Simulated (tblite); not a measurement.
Record of a relaxation.

Species: C₇H₉ClGeO.
Bonds: C1–C2, C2–C3 (aromatic), C3–C4 (aromatic), C4–C5 (aromatic), C5–O6, O6–Ge7, C5–C8 (aromatic), C8–Cl9, C8–C10 (aromatic), C2–C10 (aromatic). Hydrogens: H11, H12, H13 on C1; H14 on C3; H15 on C4; H16, H17, H18 on Ge7; H19 on C10.

Computed with GFN2-xTB (tblite), gas phase: L-BFGS steps from a force-field or distance-geometry start until the largest atomic force falls under 0.01 eV/Å. 5 of its 43 geometries are shown.

Step 0: E = -819.8729 eV, largest atomic force 2.168 eV/Å
```
atom  x, y, z in Å  |  force x, y, z in eV/Å
C1     -3.207   -0.520    0.231   -1.086  -0.425   0.031
C2     -1.780   -0.164    0.093   -0.008  -0.255   0.246
C3     -1.448    1.133   -0.183   -0.169   1.519  -0.446
C4     -0.142    1.529   -0.326    0.398   0.523   0.001
C5      0.916    0.619   -0.159    0.480   1.587  -0.473
O6      2.175    1.125   -0.323   -0.251  -0.656   0.198
Ge7     3.617    0.069   -0.153    0.930  -0.424   0.099
C8      0.585   -0.668    0.126   -1.148  -1.794   0.406
Cl9     1.782   -1.927    0.344   -1.030  -0.057   0.081
C10    -0.761   -1.072    0.261    0.861  -0.375   0.014
H11    -3.849    0.382    0.419    0.639  -0.898  -0.125
H12    -3.546   -0.979   -0.738    0.087   0.176   1.062
H13    -3.293   -1.230    1.087   -0.354   0.382  -0.837
H14    -2.255    1.869   -0.315    0.506  -0.316   0.064
H15     0.100    2.575   -0.547   -0.014  -0.548   0.087
H16     3.526   -1.042   -1.226    0.440   0.625   0.067
H17     3.641   -0.509    1.286    0.373   0.529  -0.383
H18     4.901    0.940   -0.377   -0.770  -0.063   0.016
H19    -0.971   -2.120    0.494    0.118   0.469  -0.108
```

Step 10: E = -820.3915 eV, largest atomic force 0.551 eV/Å
```
atom  x, y, z in Å  |  force x, y, z in eV/Å
C1     -3.266   -0.543    0.239    0.511   0.199  -0.049
C2     -1.823   -0.117    0.100    0.055  -0.028   0.050
C3     -1.425    1.186   -0.194   -0.057  -0.064  -0.053
C4     -0.090    1.537   -0.329   -0.239  -0.180   0.107
C5      0.920    0.588   -0.159    0.035  -0.136  -0.002
O6      2.202    0.972   -0.283   -0.062  -0.009  -0.003
Ge7     3.695    0.011   -0.140    0.204  -0.008  -0.019
C8      0.515   -0.716    0.130   -0.144   0.040   0.035
Cl9     1.657   -1.990    0.367    0.169   0.160  -0.050
C10    -0.815   -1.055    0.260   -0.061  -0.046  -0.004
H11    -3.872    0.335    0.434   -0.200  -0.087  -0.033
H12    -3.587   -1.031   -0.680   -0.095   0.121  -0.043
H13    -3.383   -1.269    1.043    0.042   0.149   0.010
H14    -2.179    1.947   -0.334   -0.013   0.043   0.014
H15     0.186    2.559   -0.552    0.021  -0.139   0.017
H16     3.740   -0.978   -1.290    0.082   0.048   0.282
H17     3.841   -0.434    1.302    0.073  -0.062  -0.277
H18     4.714    1.091   -0.412   -0.171   0.038   0.008
H19    -1.041   -2.084    0.490   -0.150  -0.037   0.012
```

Step 21: E = -820.4785 eV, largest atomic force 0.096 eV/Å
```
atom  x, y, z in Å  |  force x, y, z in eV/Å
C1     -3.272   -0.510    0.230   -0.032  -0.001  -0.002
C2     -1.835   -0.108    0.102    0.034  -0.020   0.005
C3     -1.427    1.186   -0.194   -0.029   0.013  -0.009
C4     -0.089    1.504   -0.318    0.009  -0.046   0.016
C5      0.897    0.533   -0.146    0.050   0.026  -0.011
O6      2.180    0.902   -0.273    0.067  -0.002  -0.005
Ge7     3.736    0.046   -0.151   -0.043   0.017  -0.004
C8      0.479   -0.763    0.147    0.053   0.016  -0.007
Cl9     1.684   -1.982    0.361   -0.046   0.022  -0.002
C10    -0.858   -1.079    0.269    0.058  -0.048   0.007
H11    -3.916    0.344    0.422    0.036   0.031  -0.014
H12    -3.606   -0.993   -0.689   -0.014   0.036   0.004
H13    -3.382   -1.228    1.040   -0.054   0.034  -0.007
H14    -2.164    1.961   -0.332   -0.059   0.037  -0.002
H15     0.230    2.512   -0.547   -0.044  -0.083   0.022
H16     3.892   -0.990   -1.222    0.011  -0.010  -0.037
H17     3.989   -0.470    1.232    0.013   0.005   0.039
H18     4.591    1.239   -0.437   -0.009   0.028  -0.007
H19    -1.139   -2.094    0.497    0.000  -0.055   0.014
```

Step 32: E = -820.4859 eV, largest atomic force 0.037 eV/Å
```
atom  x, y, z in Å  |  force x, y, z in eV/Å
C1     -3.280   -0.494    0.226   -0.036  -0.010   0.001
C2     -1.831   -0.130    0.108   -0.017   0.002  -0.014
C3     -1.428    1.165   -0.189    0.000   0.001   0.009
C4     -0.092    1.487   -0.313    0.017  -0.002  -0.004
C5      0.900    0.521   -0.146    0.009  -0.008   0.010
O6      2.181    0.894   -0.274    0.017   0.018  -0.006
Ge7     3.742    0.054   -0.154   -0.008   0.007   0.004
C8      0.486   -0.775    0.149   -0.001  -0.014  -0.002
Cl9     1.695   -1.988    0.362   -0.004   0.008  -0.002
C10    -0.851   -1.099    0.273   -0.011  -0.015   0.014
H11    -3.888    0.389    0.407    0.015  -0.005  -0.004
H12    -3.626   -0.962   -0.696    0.012   0.012   0.010
H13    -3.435   -1.201    1.038    0.009   0.009  -0.007
H14    -2.170    1.939   -0.325   -0.013   0.005   0.000
H15     0.215    2.496   -0.540    0.016  -0.004  -0.001
H16     3.915   -0.980   -1.227   -0.003   0.004  -0.008
H17     4.011   -0.458    1.231   -0.005   0.010   0.000
H18     4.569    1.267   -0.443    0.017   0.004  -0.003
H19    -1.124   -2.116    0.504   -0.013  -0.022   0.004
```

Step 42: E = -820.4864 eV, largest atomic force 0.009 eV/Å
```
atom  x, y, z in Å  |  force x, y, z in eV/Å
C1     -3.282   -0.492    0.225    0.005   0.003   0.000
C2     -1.832   -0.132    0.108    0.001   0.001  -0.003
C3     -1.428    1.163   -0.188    0.003   0.003   0.002
C4     -0.091    1.483   -0.311    0.002  -0.002  -0.002
C5      0.900    0.517   -0.144    0.003  -0.002   0.001
O6      2.181    0.893   -0.274    0.001   0.005  -0.002
Ge7     3.744    0.059   -0.155    0.002  -0.002   0.000
C8      0.485   -0.779    0.151   -0.002  -0.003  -0.001
Cl9     1.695   -1.991    0.362    0.003  -0.008   0.002
C10    -0.853   -1.103    0.275   -0.004   0.000   0.002
H11    -3.885    0.394    0.405   -0.003   0.000   0.001
H12    -3.628   -0.959   -0.697    0.001   0.000   0.000
H13    -3.439   -1.198    1.037   -0.001  -0.001   0.000
H14    -2.170    1.936   -0.323    0.002   0.002  -0.001
H15     0.222    2.491   -0.539   -0.005   0.003   0.001
H16     3.915   -0.974   -1.230   -0.002   0.002   0.002
H17     4.009   -0.450    1.231   -0.002   0.002  -0.002
H18     4.575    1.270   -0.444   -0.002   0.001  -0.001
H19    -1.129   -2.120    0.505    0.000  -0.003   0.000
```

Q: Summarise the path.

A: The energy falls by 14.15 kcal/mol from step 0 to step 42; nine tenths of that is first reached at step 12. It falls at every step. The largest force goes from 2.168 to 0.009 eV/Å. Among the bonds Ge7–H18 changes most, from 1.568 to 1.497 Å; the atoms move by 0.199 Å rms after alignment.

Q: Follow the three bonds and two angles with the largest change from start to end.

A: 
```
step  E above end (kcal/mol)  largest force (eV/Å)  Ge7–H18 (Å)  Ge7–H17 (Å)  Ge7–H16 (Å)  C5–O6–Ge7 (°)  O6–Ge7–H18 (°)
   0                   14.15                 2.168        1.568        1.551        1.547          120.7           108.5
   2                    8.59                 0.573        1.533        1.526        1.525          122.9           107.6
   4                    5.71                 0.419        1.487        1.484        1.485          125.3           105.6
   5                    5.01                 0.417        1.485        1.477        1.478          126.4           104.8
   7                    3.73                 0.487        1.498        1.486        1.485          128.5           103.2
   9                    2.70                 0.364        1.509        1.508        1.507          129.5           101.0
  11                    1.70                 0.503        1.508        1.520        1.521          129.7            98.0
  13                    0.98                 0.324        1.500        1.512        1.513          130.7            96.0
  15                    0.55                 0.253        1.497        1.501        1.501          132.6            95.8
  16                    0.45                 0.152        1.497        1.500        1.499          133.2            96.1
  18                    0.31                 0.170        1.496        1.499        1.500          133.8            96.4
  20                    0.22                 0.090        1.495        1.498        1.499          134.1            96.1
  22                    0.15                 0.101        1.497        1.499        1.499          134.2            95.8
  24                    0.11                 0.067        1.498        1.502        1.501          134.2            95.6
  26                    0.08                 0.074        1.498        1.503        1.503          134.1            95.5
  27                    0.06                 0.099        1.498        1.502        1.503          134.1            95.3
  29                    0.03                 0.050        1.496        1.500        1.500          134.3            95.0
  31                    0.02                 0.051        1.496        1.500        1.500          134.5            95.0
  33                    0.01                 0.020        1.496        1.501        1.501          134.5            95.2
  35                    0.00                 0.016        1.497        1.501        1.501          134.4            95.2
  37                    0.00                 0.016        1.497        1.500        1.501          134.4            95.3
  38                    0.00                 0.016        1.497        1.500        1.500          134.5            95.3
  40                    0.00                 0.012        1.497        1.501        1.500          134.6            95.4
  42                    0.00                 0.009        1.497        1.501        1.501          134.6            95.5
```

The cost below is that of the whole relaxation. Time: 0.45 s of wall time. Hardware: an Arm Neoverse V1 with one thread, shared host.
